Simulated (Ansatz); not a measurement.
`[NH2][Mo](=[O])(=[O])[F]` + HCl → `[NH2][Mo](=[O])(=[O])[Cl]` + H–F  (ligand exchange at a Mo–F bond)

Computed with Ansatz on PBE0-D4/def2-TZVP structures; ΔE is electronic, products minus reactants. CCSD(T)/CBS adds triple-zeta CCSD(T) − MP2 to the extrapolated MP2 energy (def2 sets, frozen cores). This one scheme is used for every species. Functionals use def2-TZVPP. B3LYP here is the variant with VWN-RPA as its local correlation; programs differ in this. HSE06 is defined as in plane-wave codes. Elements past krypton have def2 core potentials. For Mo outer-core shells are correlated without core-valence functions, which leaves a few kJ/mol of doubt a bond. One conformer a species, not always the lowest.

```csv
level,ΔE (kcal/mol),difference from CCSD(T)/CBS
HSE06-D4,-2.4,1.7
BHLYP-D4,-1.7,2.4
CAM-B3LYP-D4,0.9,5.0
B3LYP,0.5,4.6
HSE06,-1.6,2.5
HF/def2-TZVPP,0.4,4.5
MP2/def2-TZVPP,-7.5,-3.4
CCSD(T)/def2-TZVPP,-3.0,1.1
HF/def2-QZVPP,0.4,4.5
HF/CBS(def2),0.4,4.5
CCSD(T)/CBS,-4.1,0
```

Question: What do rigid-rotor, harmonic-oscillator terms from PBE0-D4/def2-TZVP frequencies (298.15 K, 1 bar) make of the CCSD(T)/CBS value? (An estimate is asked.)

Answer: Ansatz gave: ΔZPE = +1.1 kcal/mol, ΔH = -2.8 kcal/mol, ΔS = -1 J/(mol·K), ΔG = -2.7 kcal/mol.

Largest T1 diagnostic among the species: 0.024, so the coupled-cluster value is less sure than usual.

In def2-TZVPP, CCSD(T) changes the Hartree–Fock value by −3.4 kcal/mol (the triples alone add −1.0 kcal/mol) and MP2 by −8.0 kcal/mol. The D4 term adds −1.5 kcal/mol with B3LYP and −0.8 kcal/mol with PBE0; it sums over pairs of atoms, weighted by their polarisabilities, and B3LYP, whose exchange is more repulsive, gets the larger term.
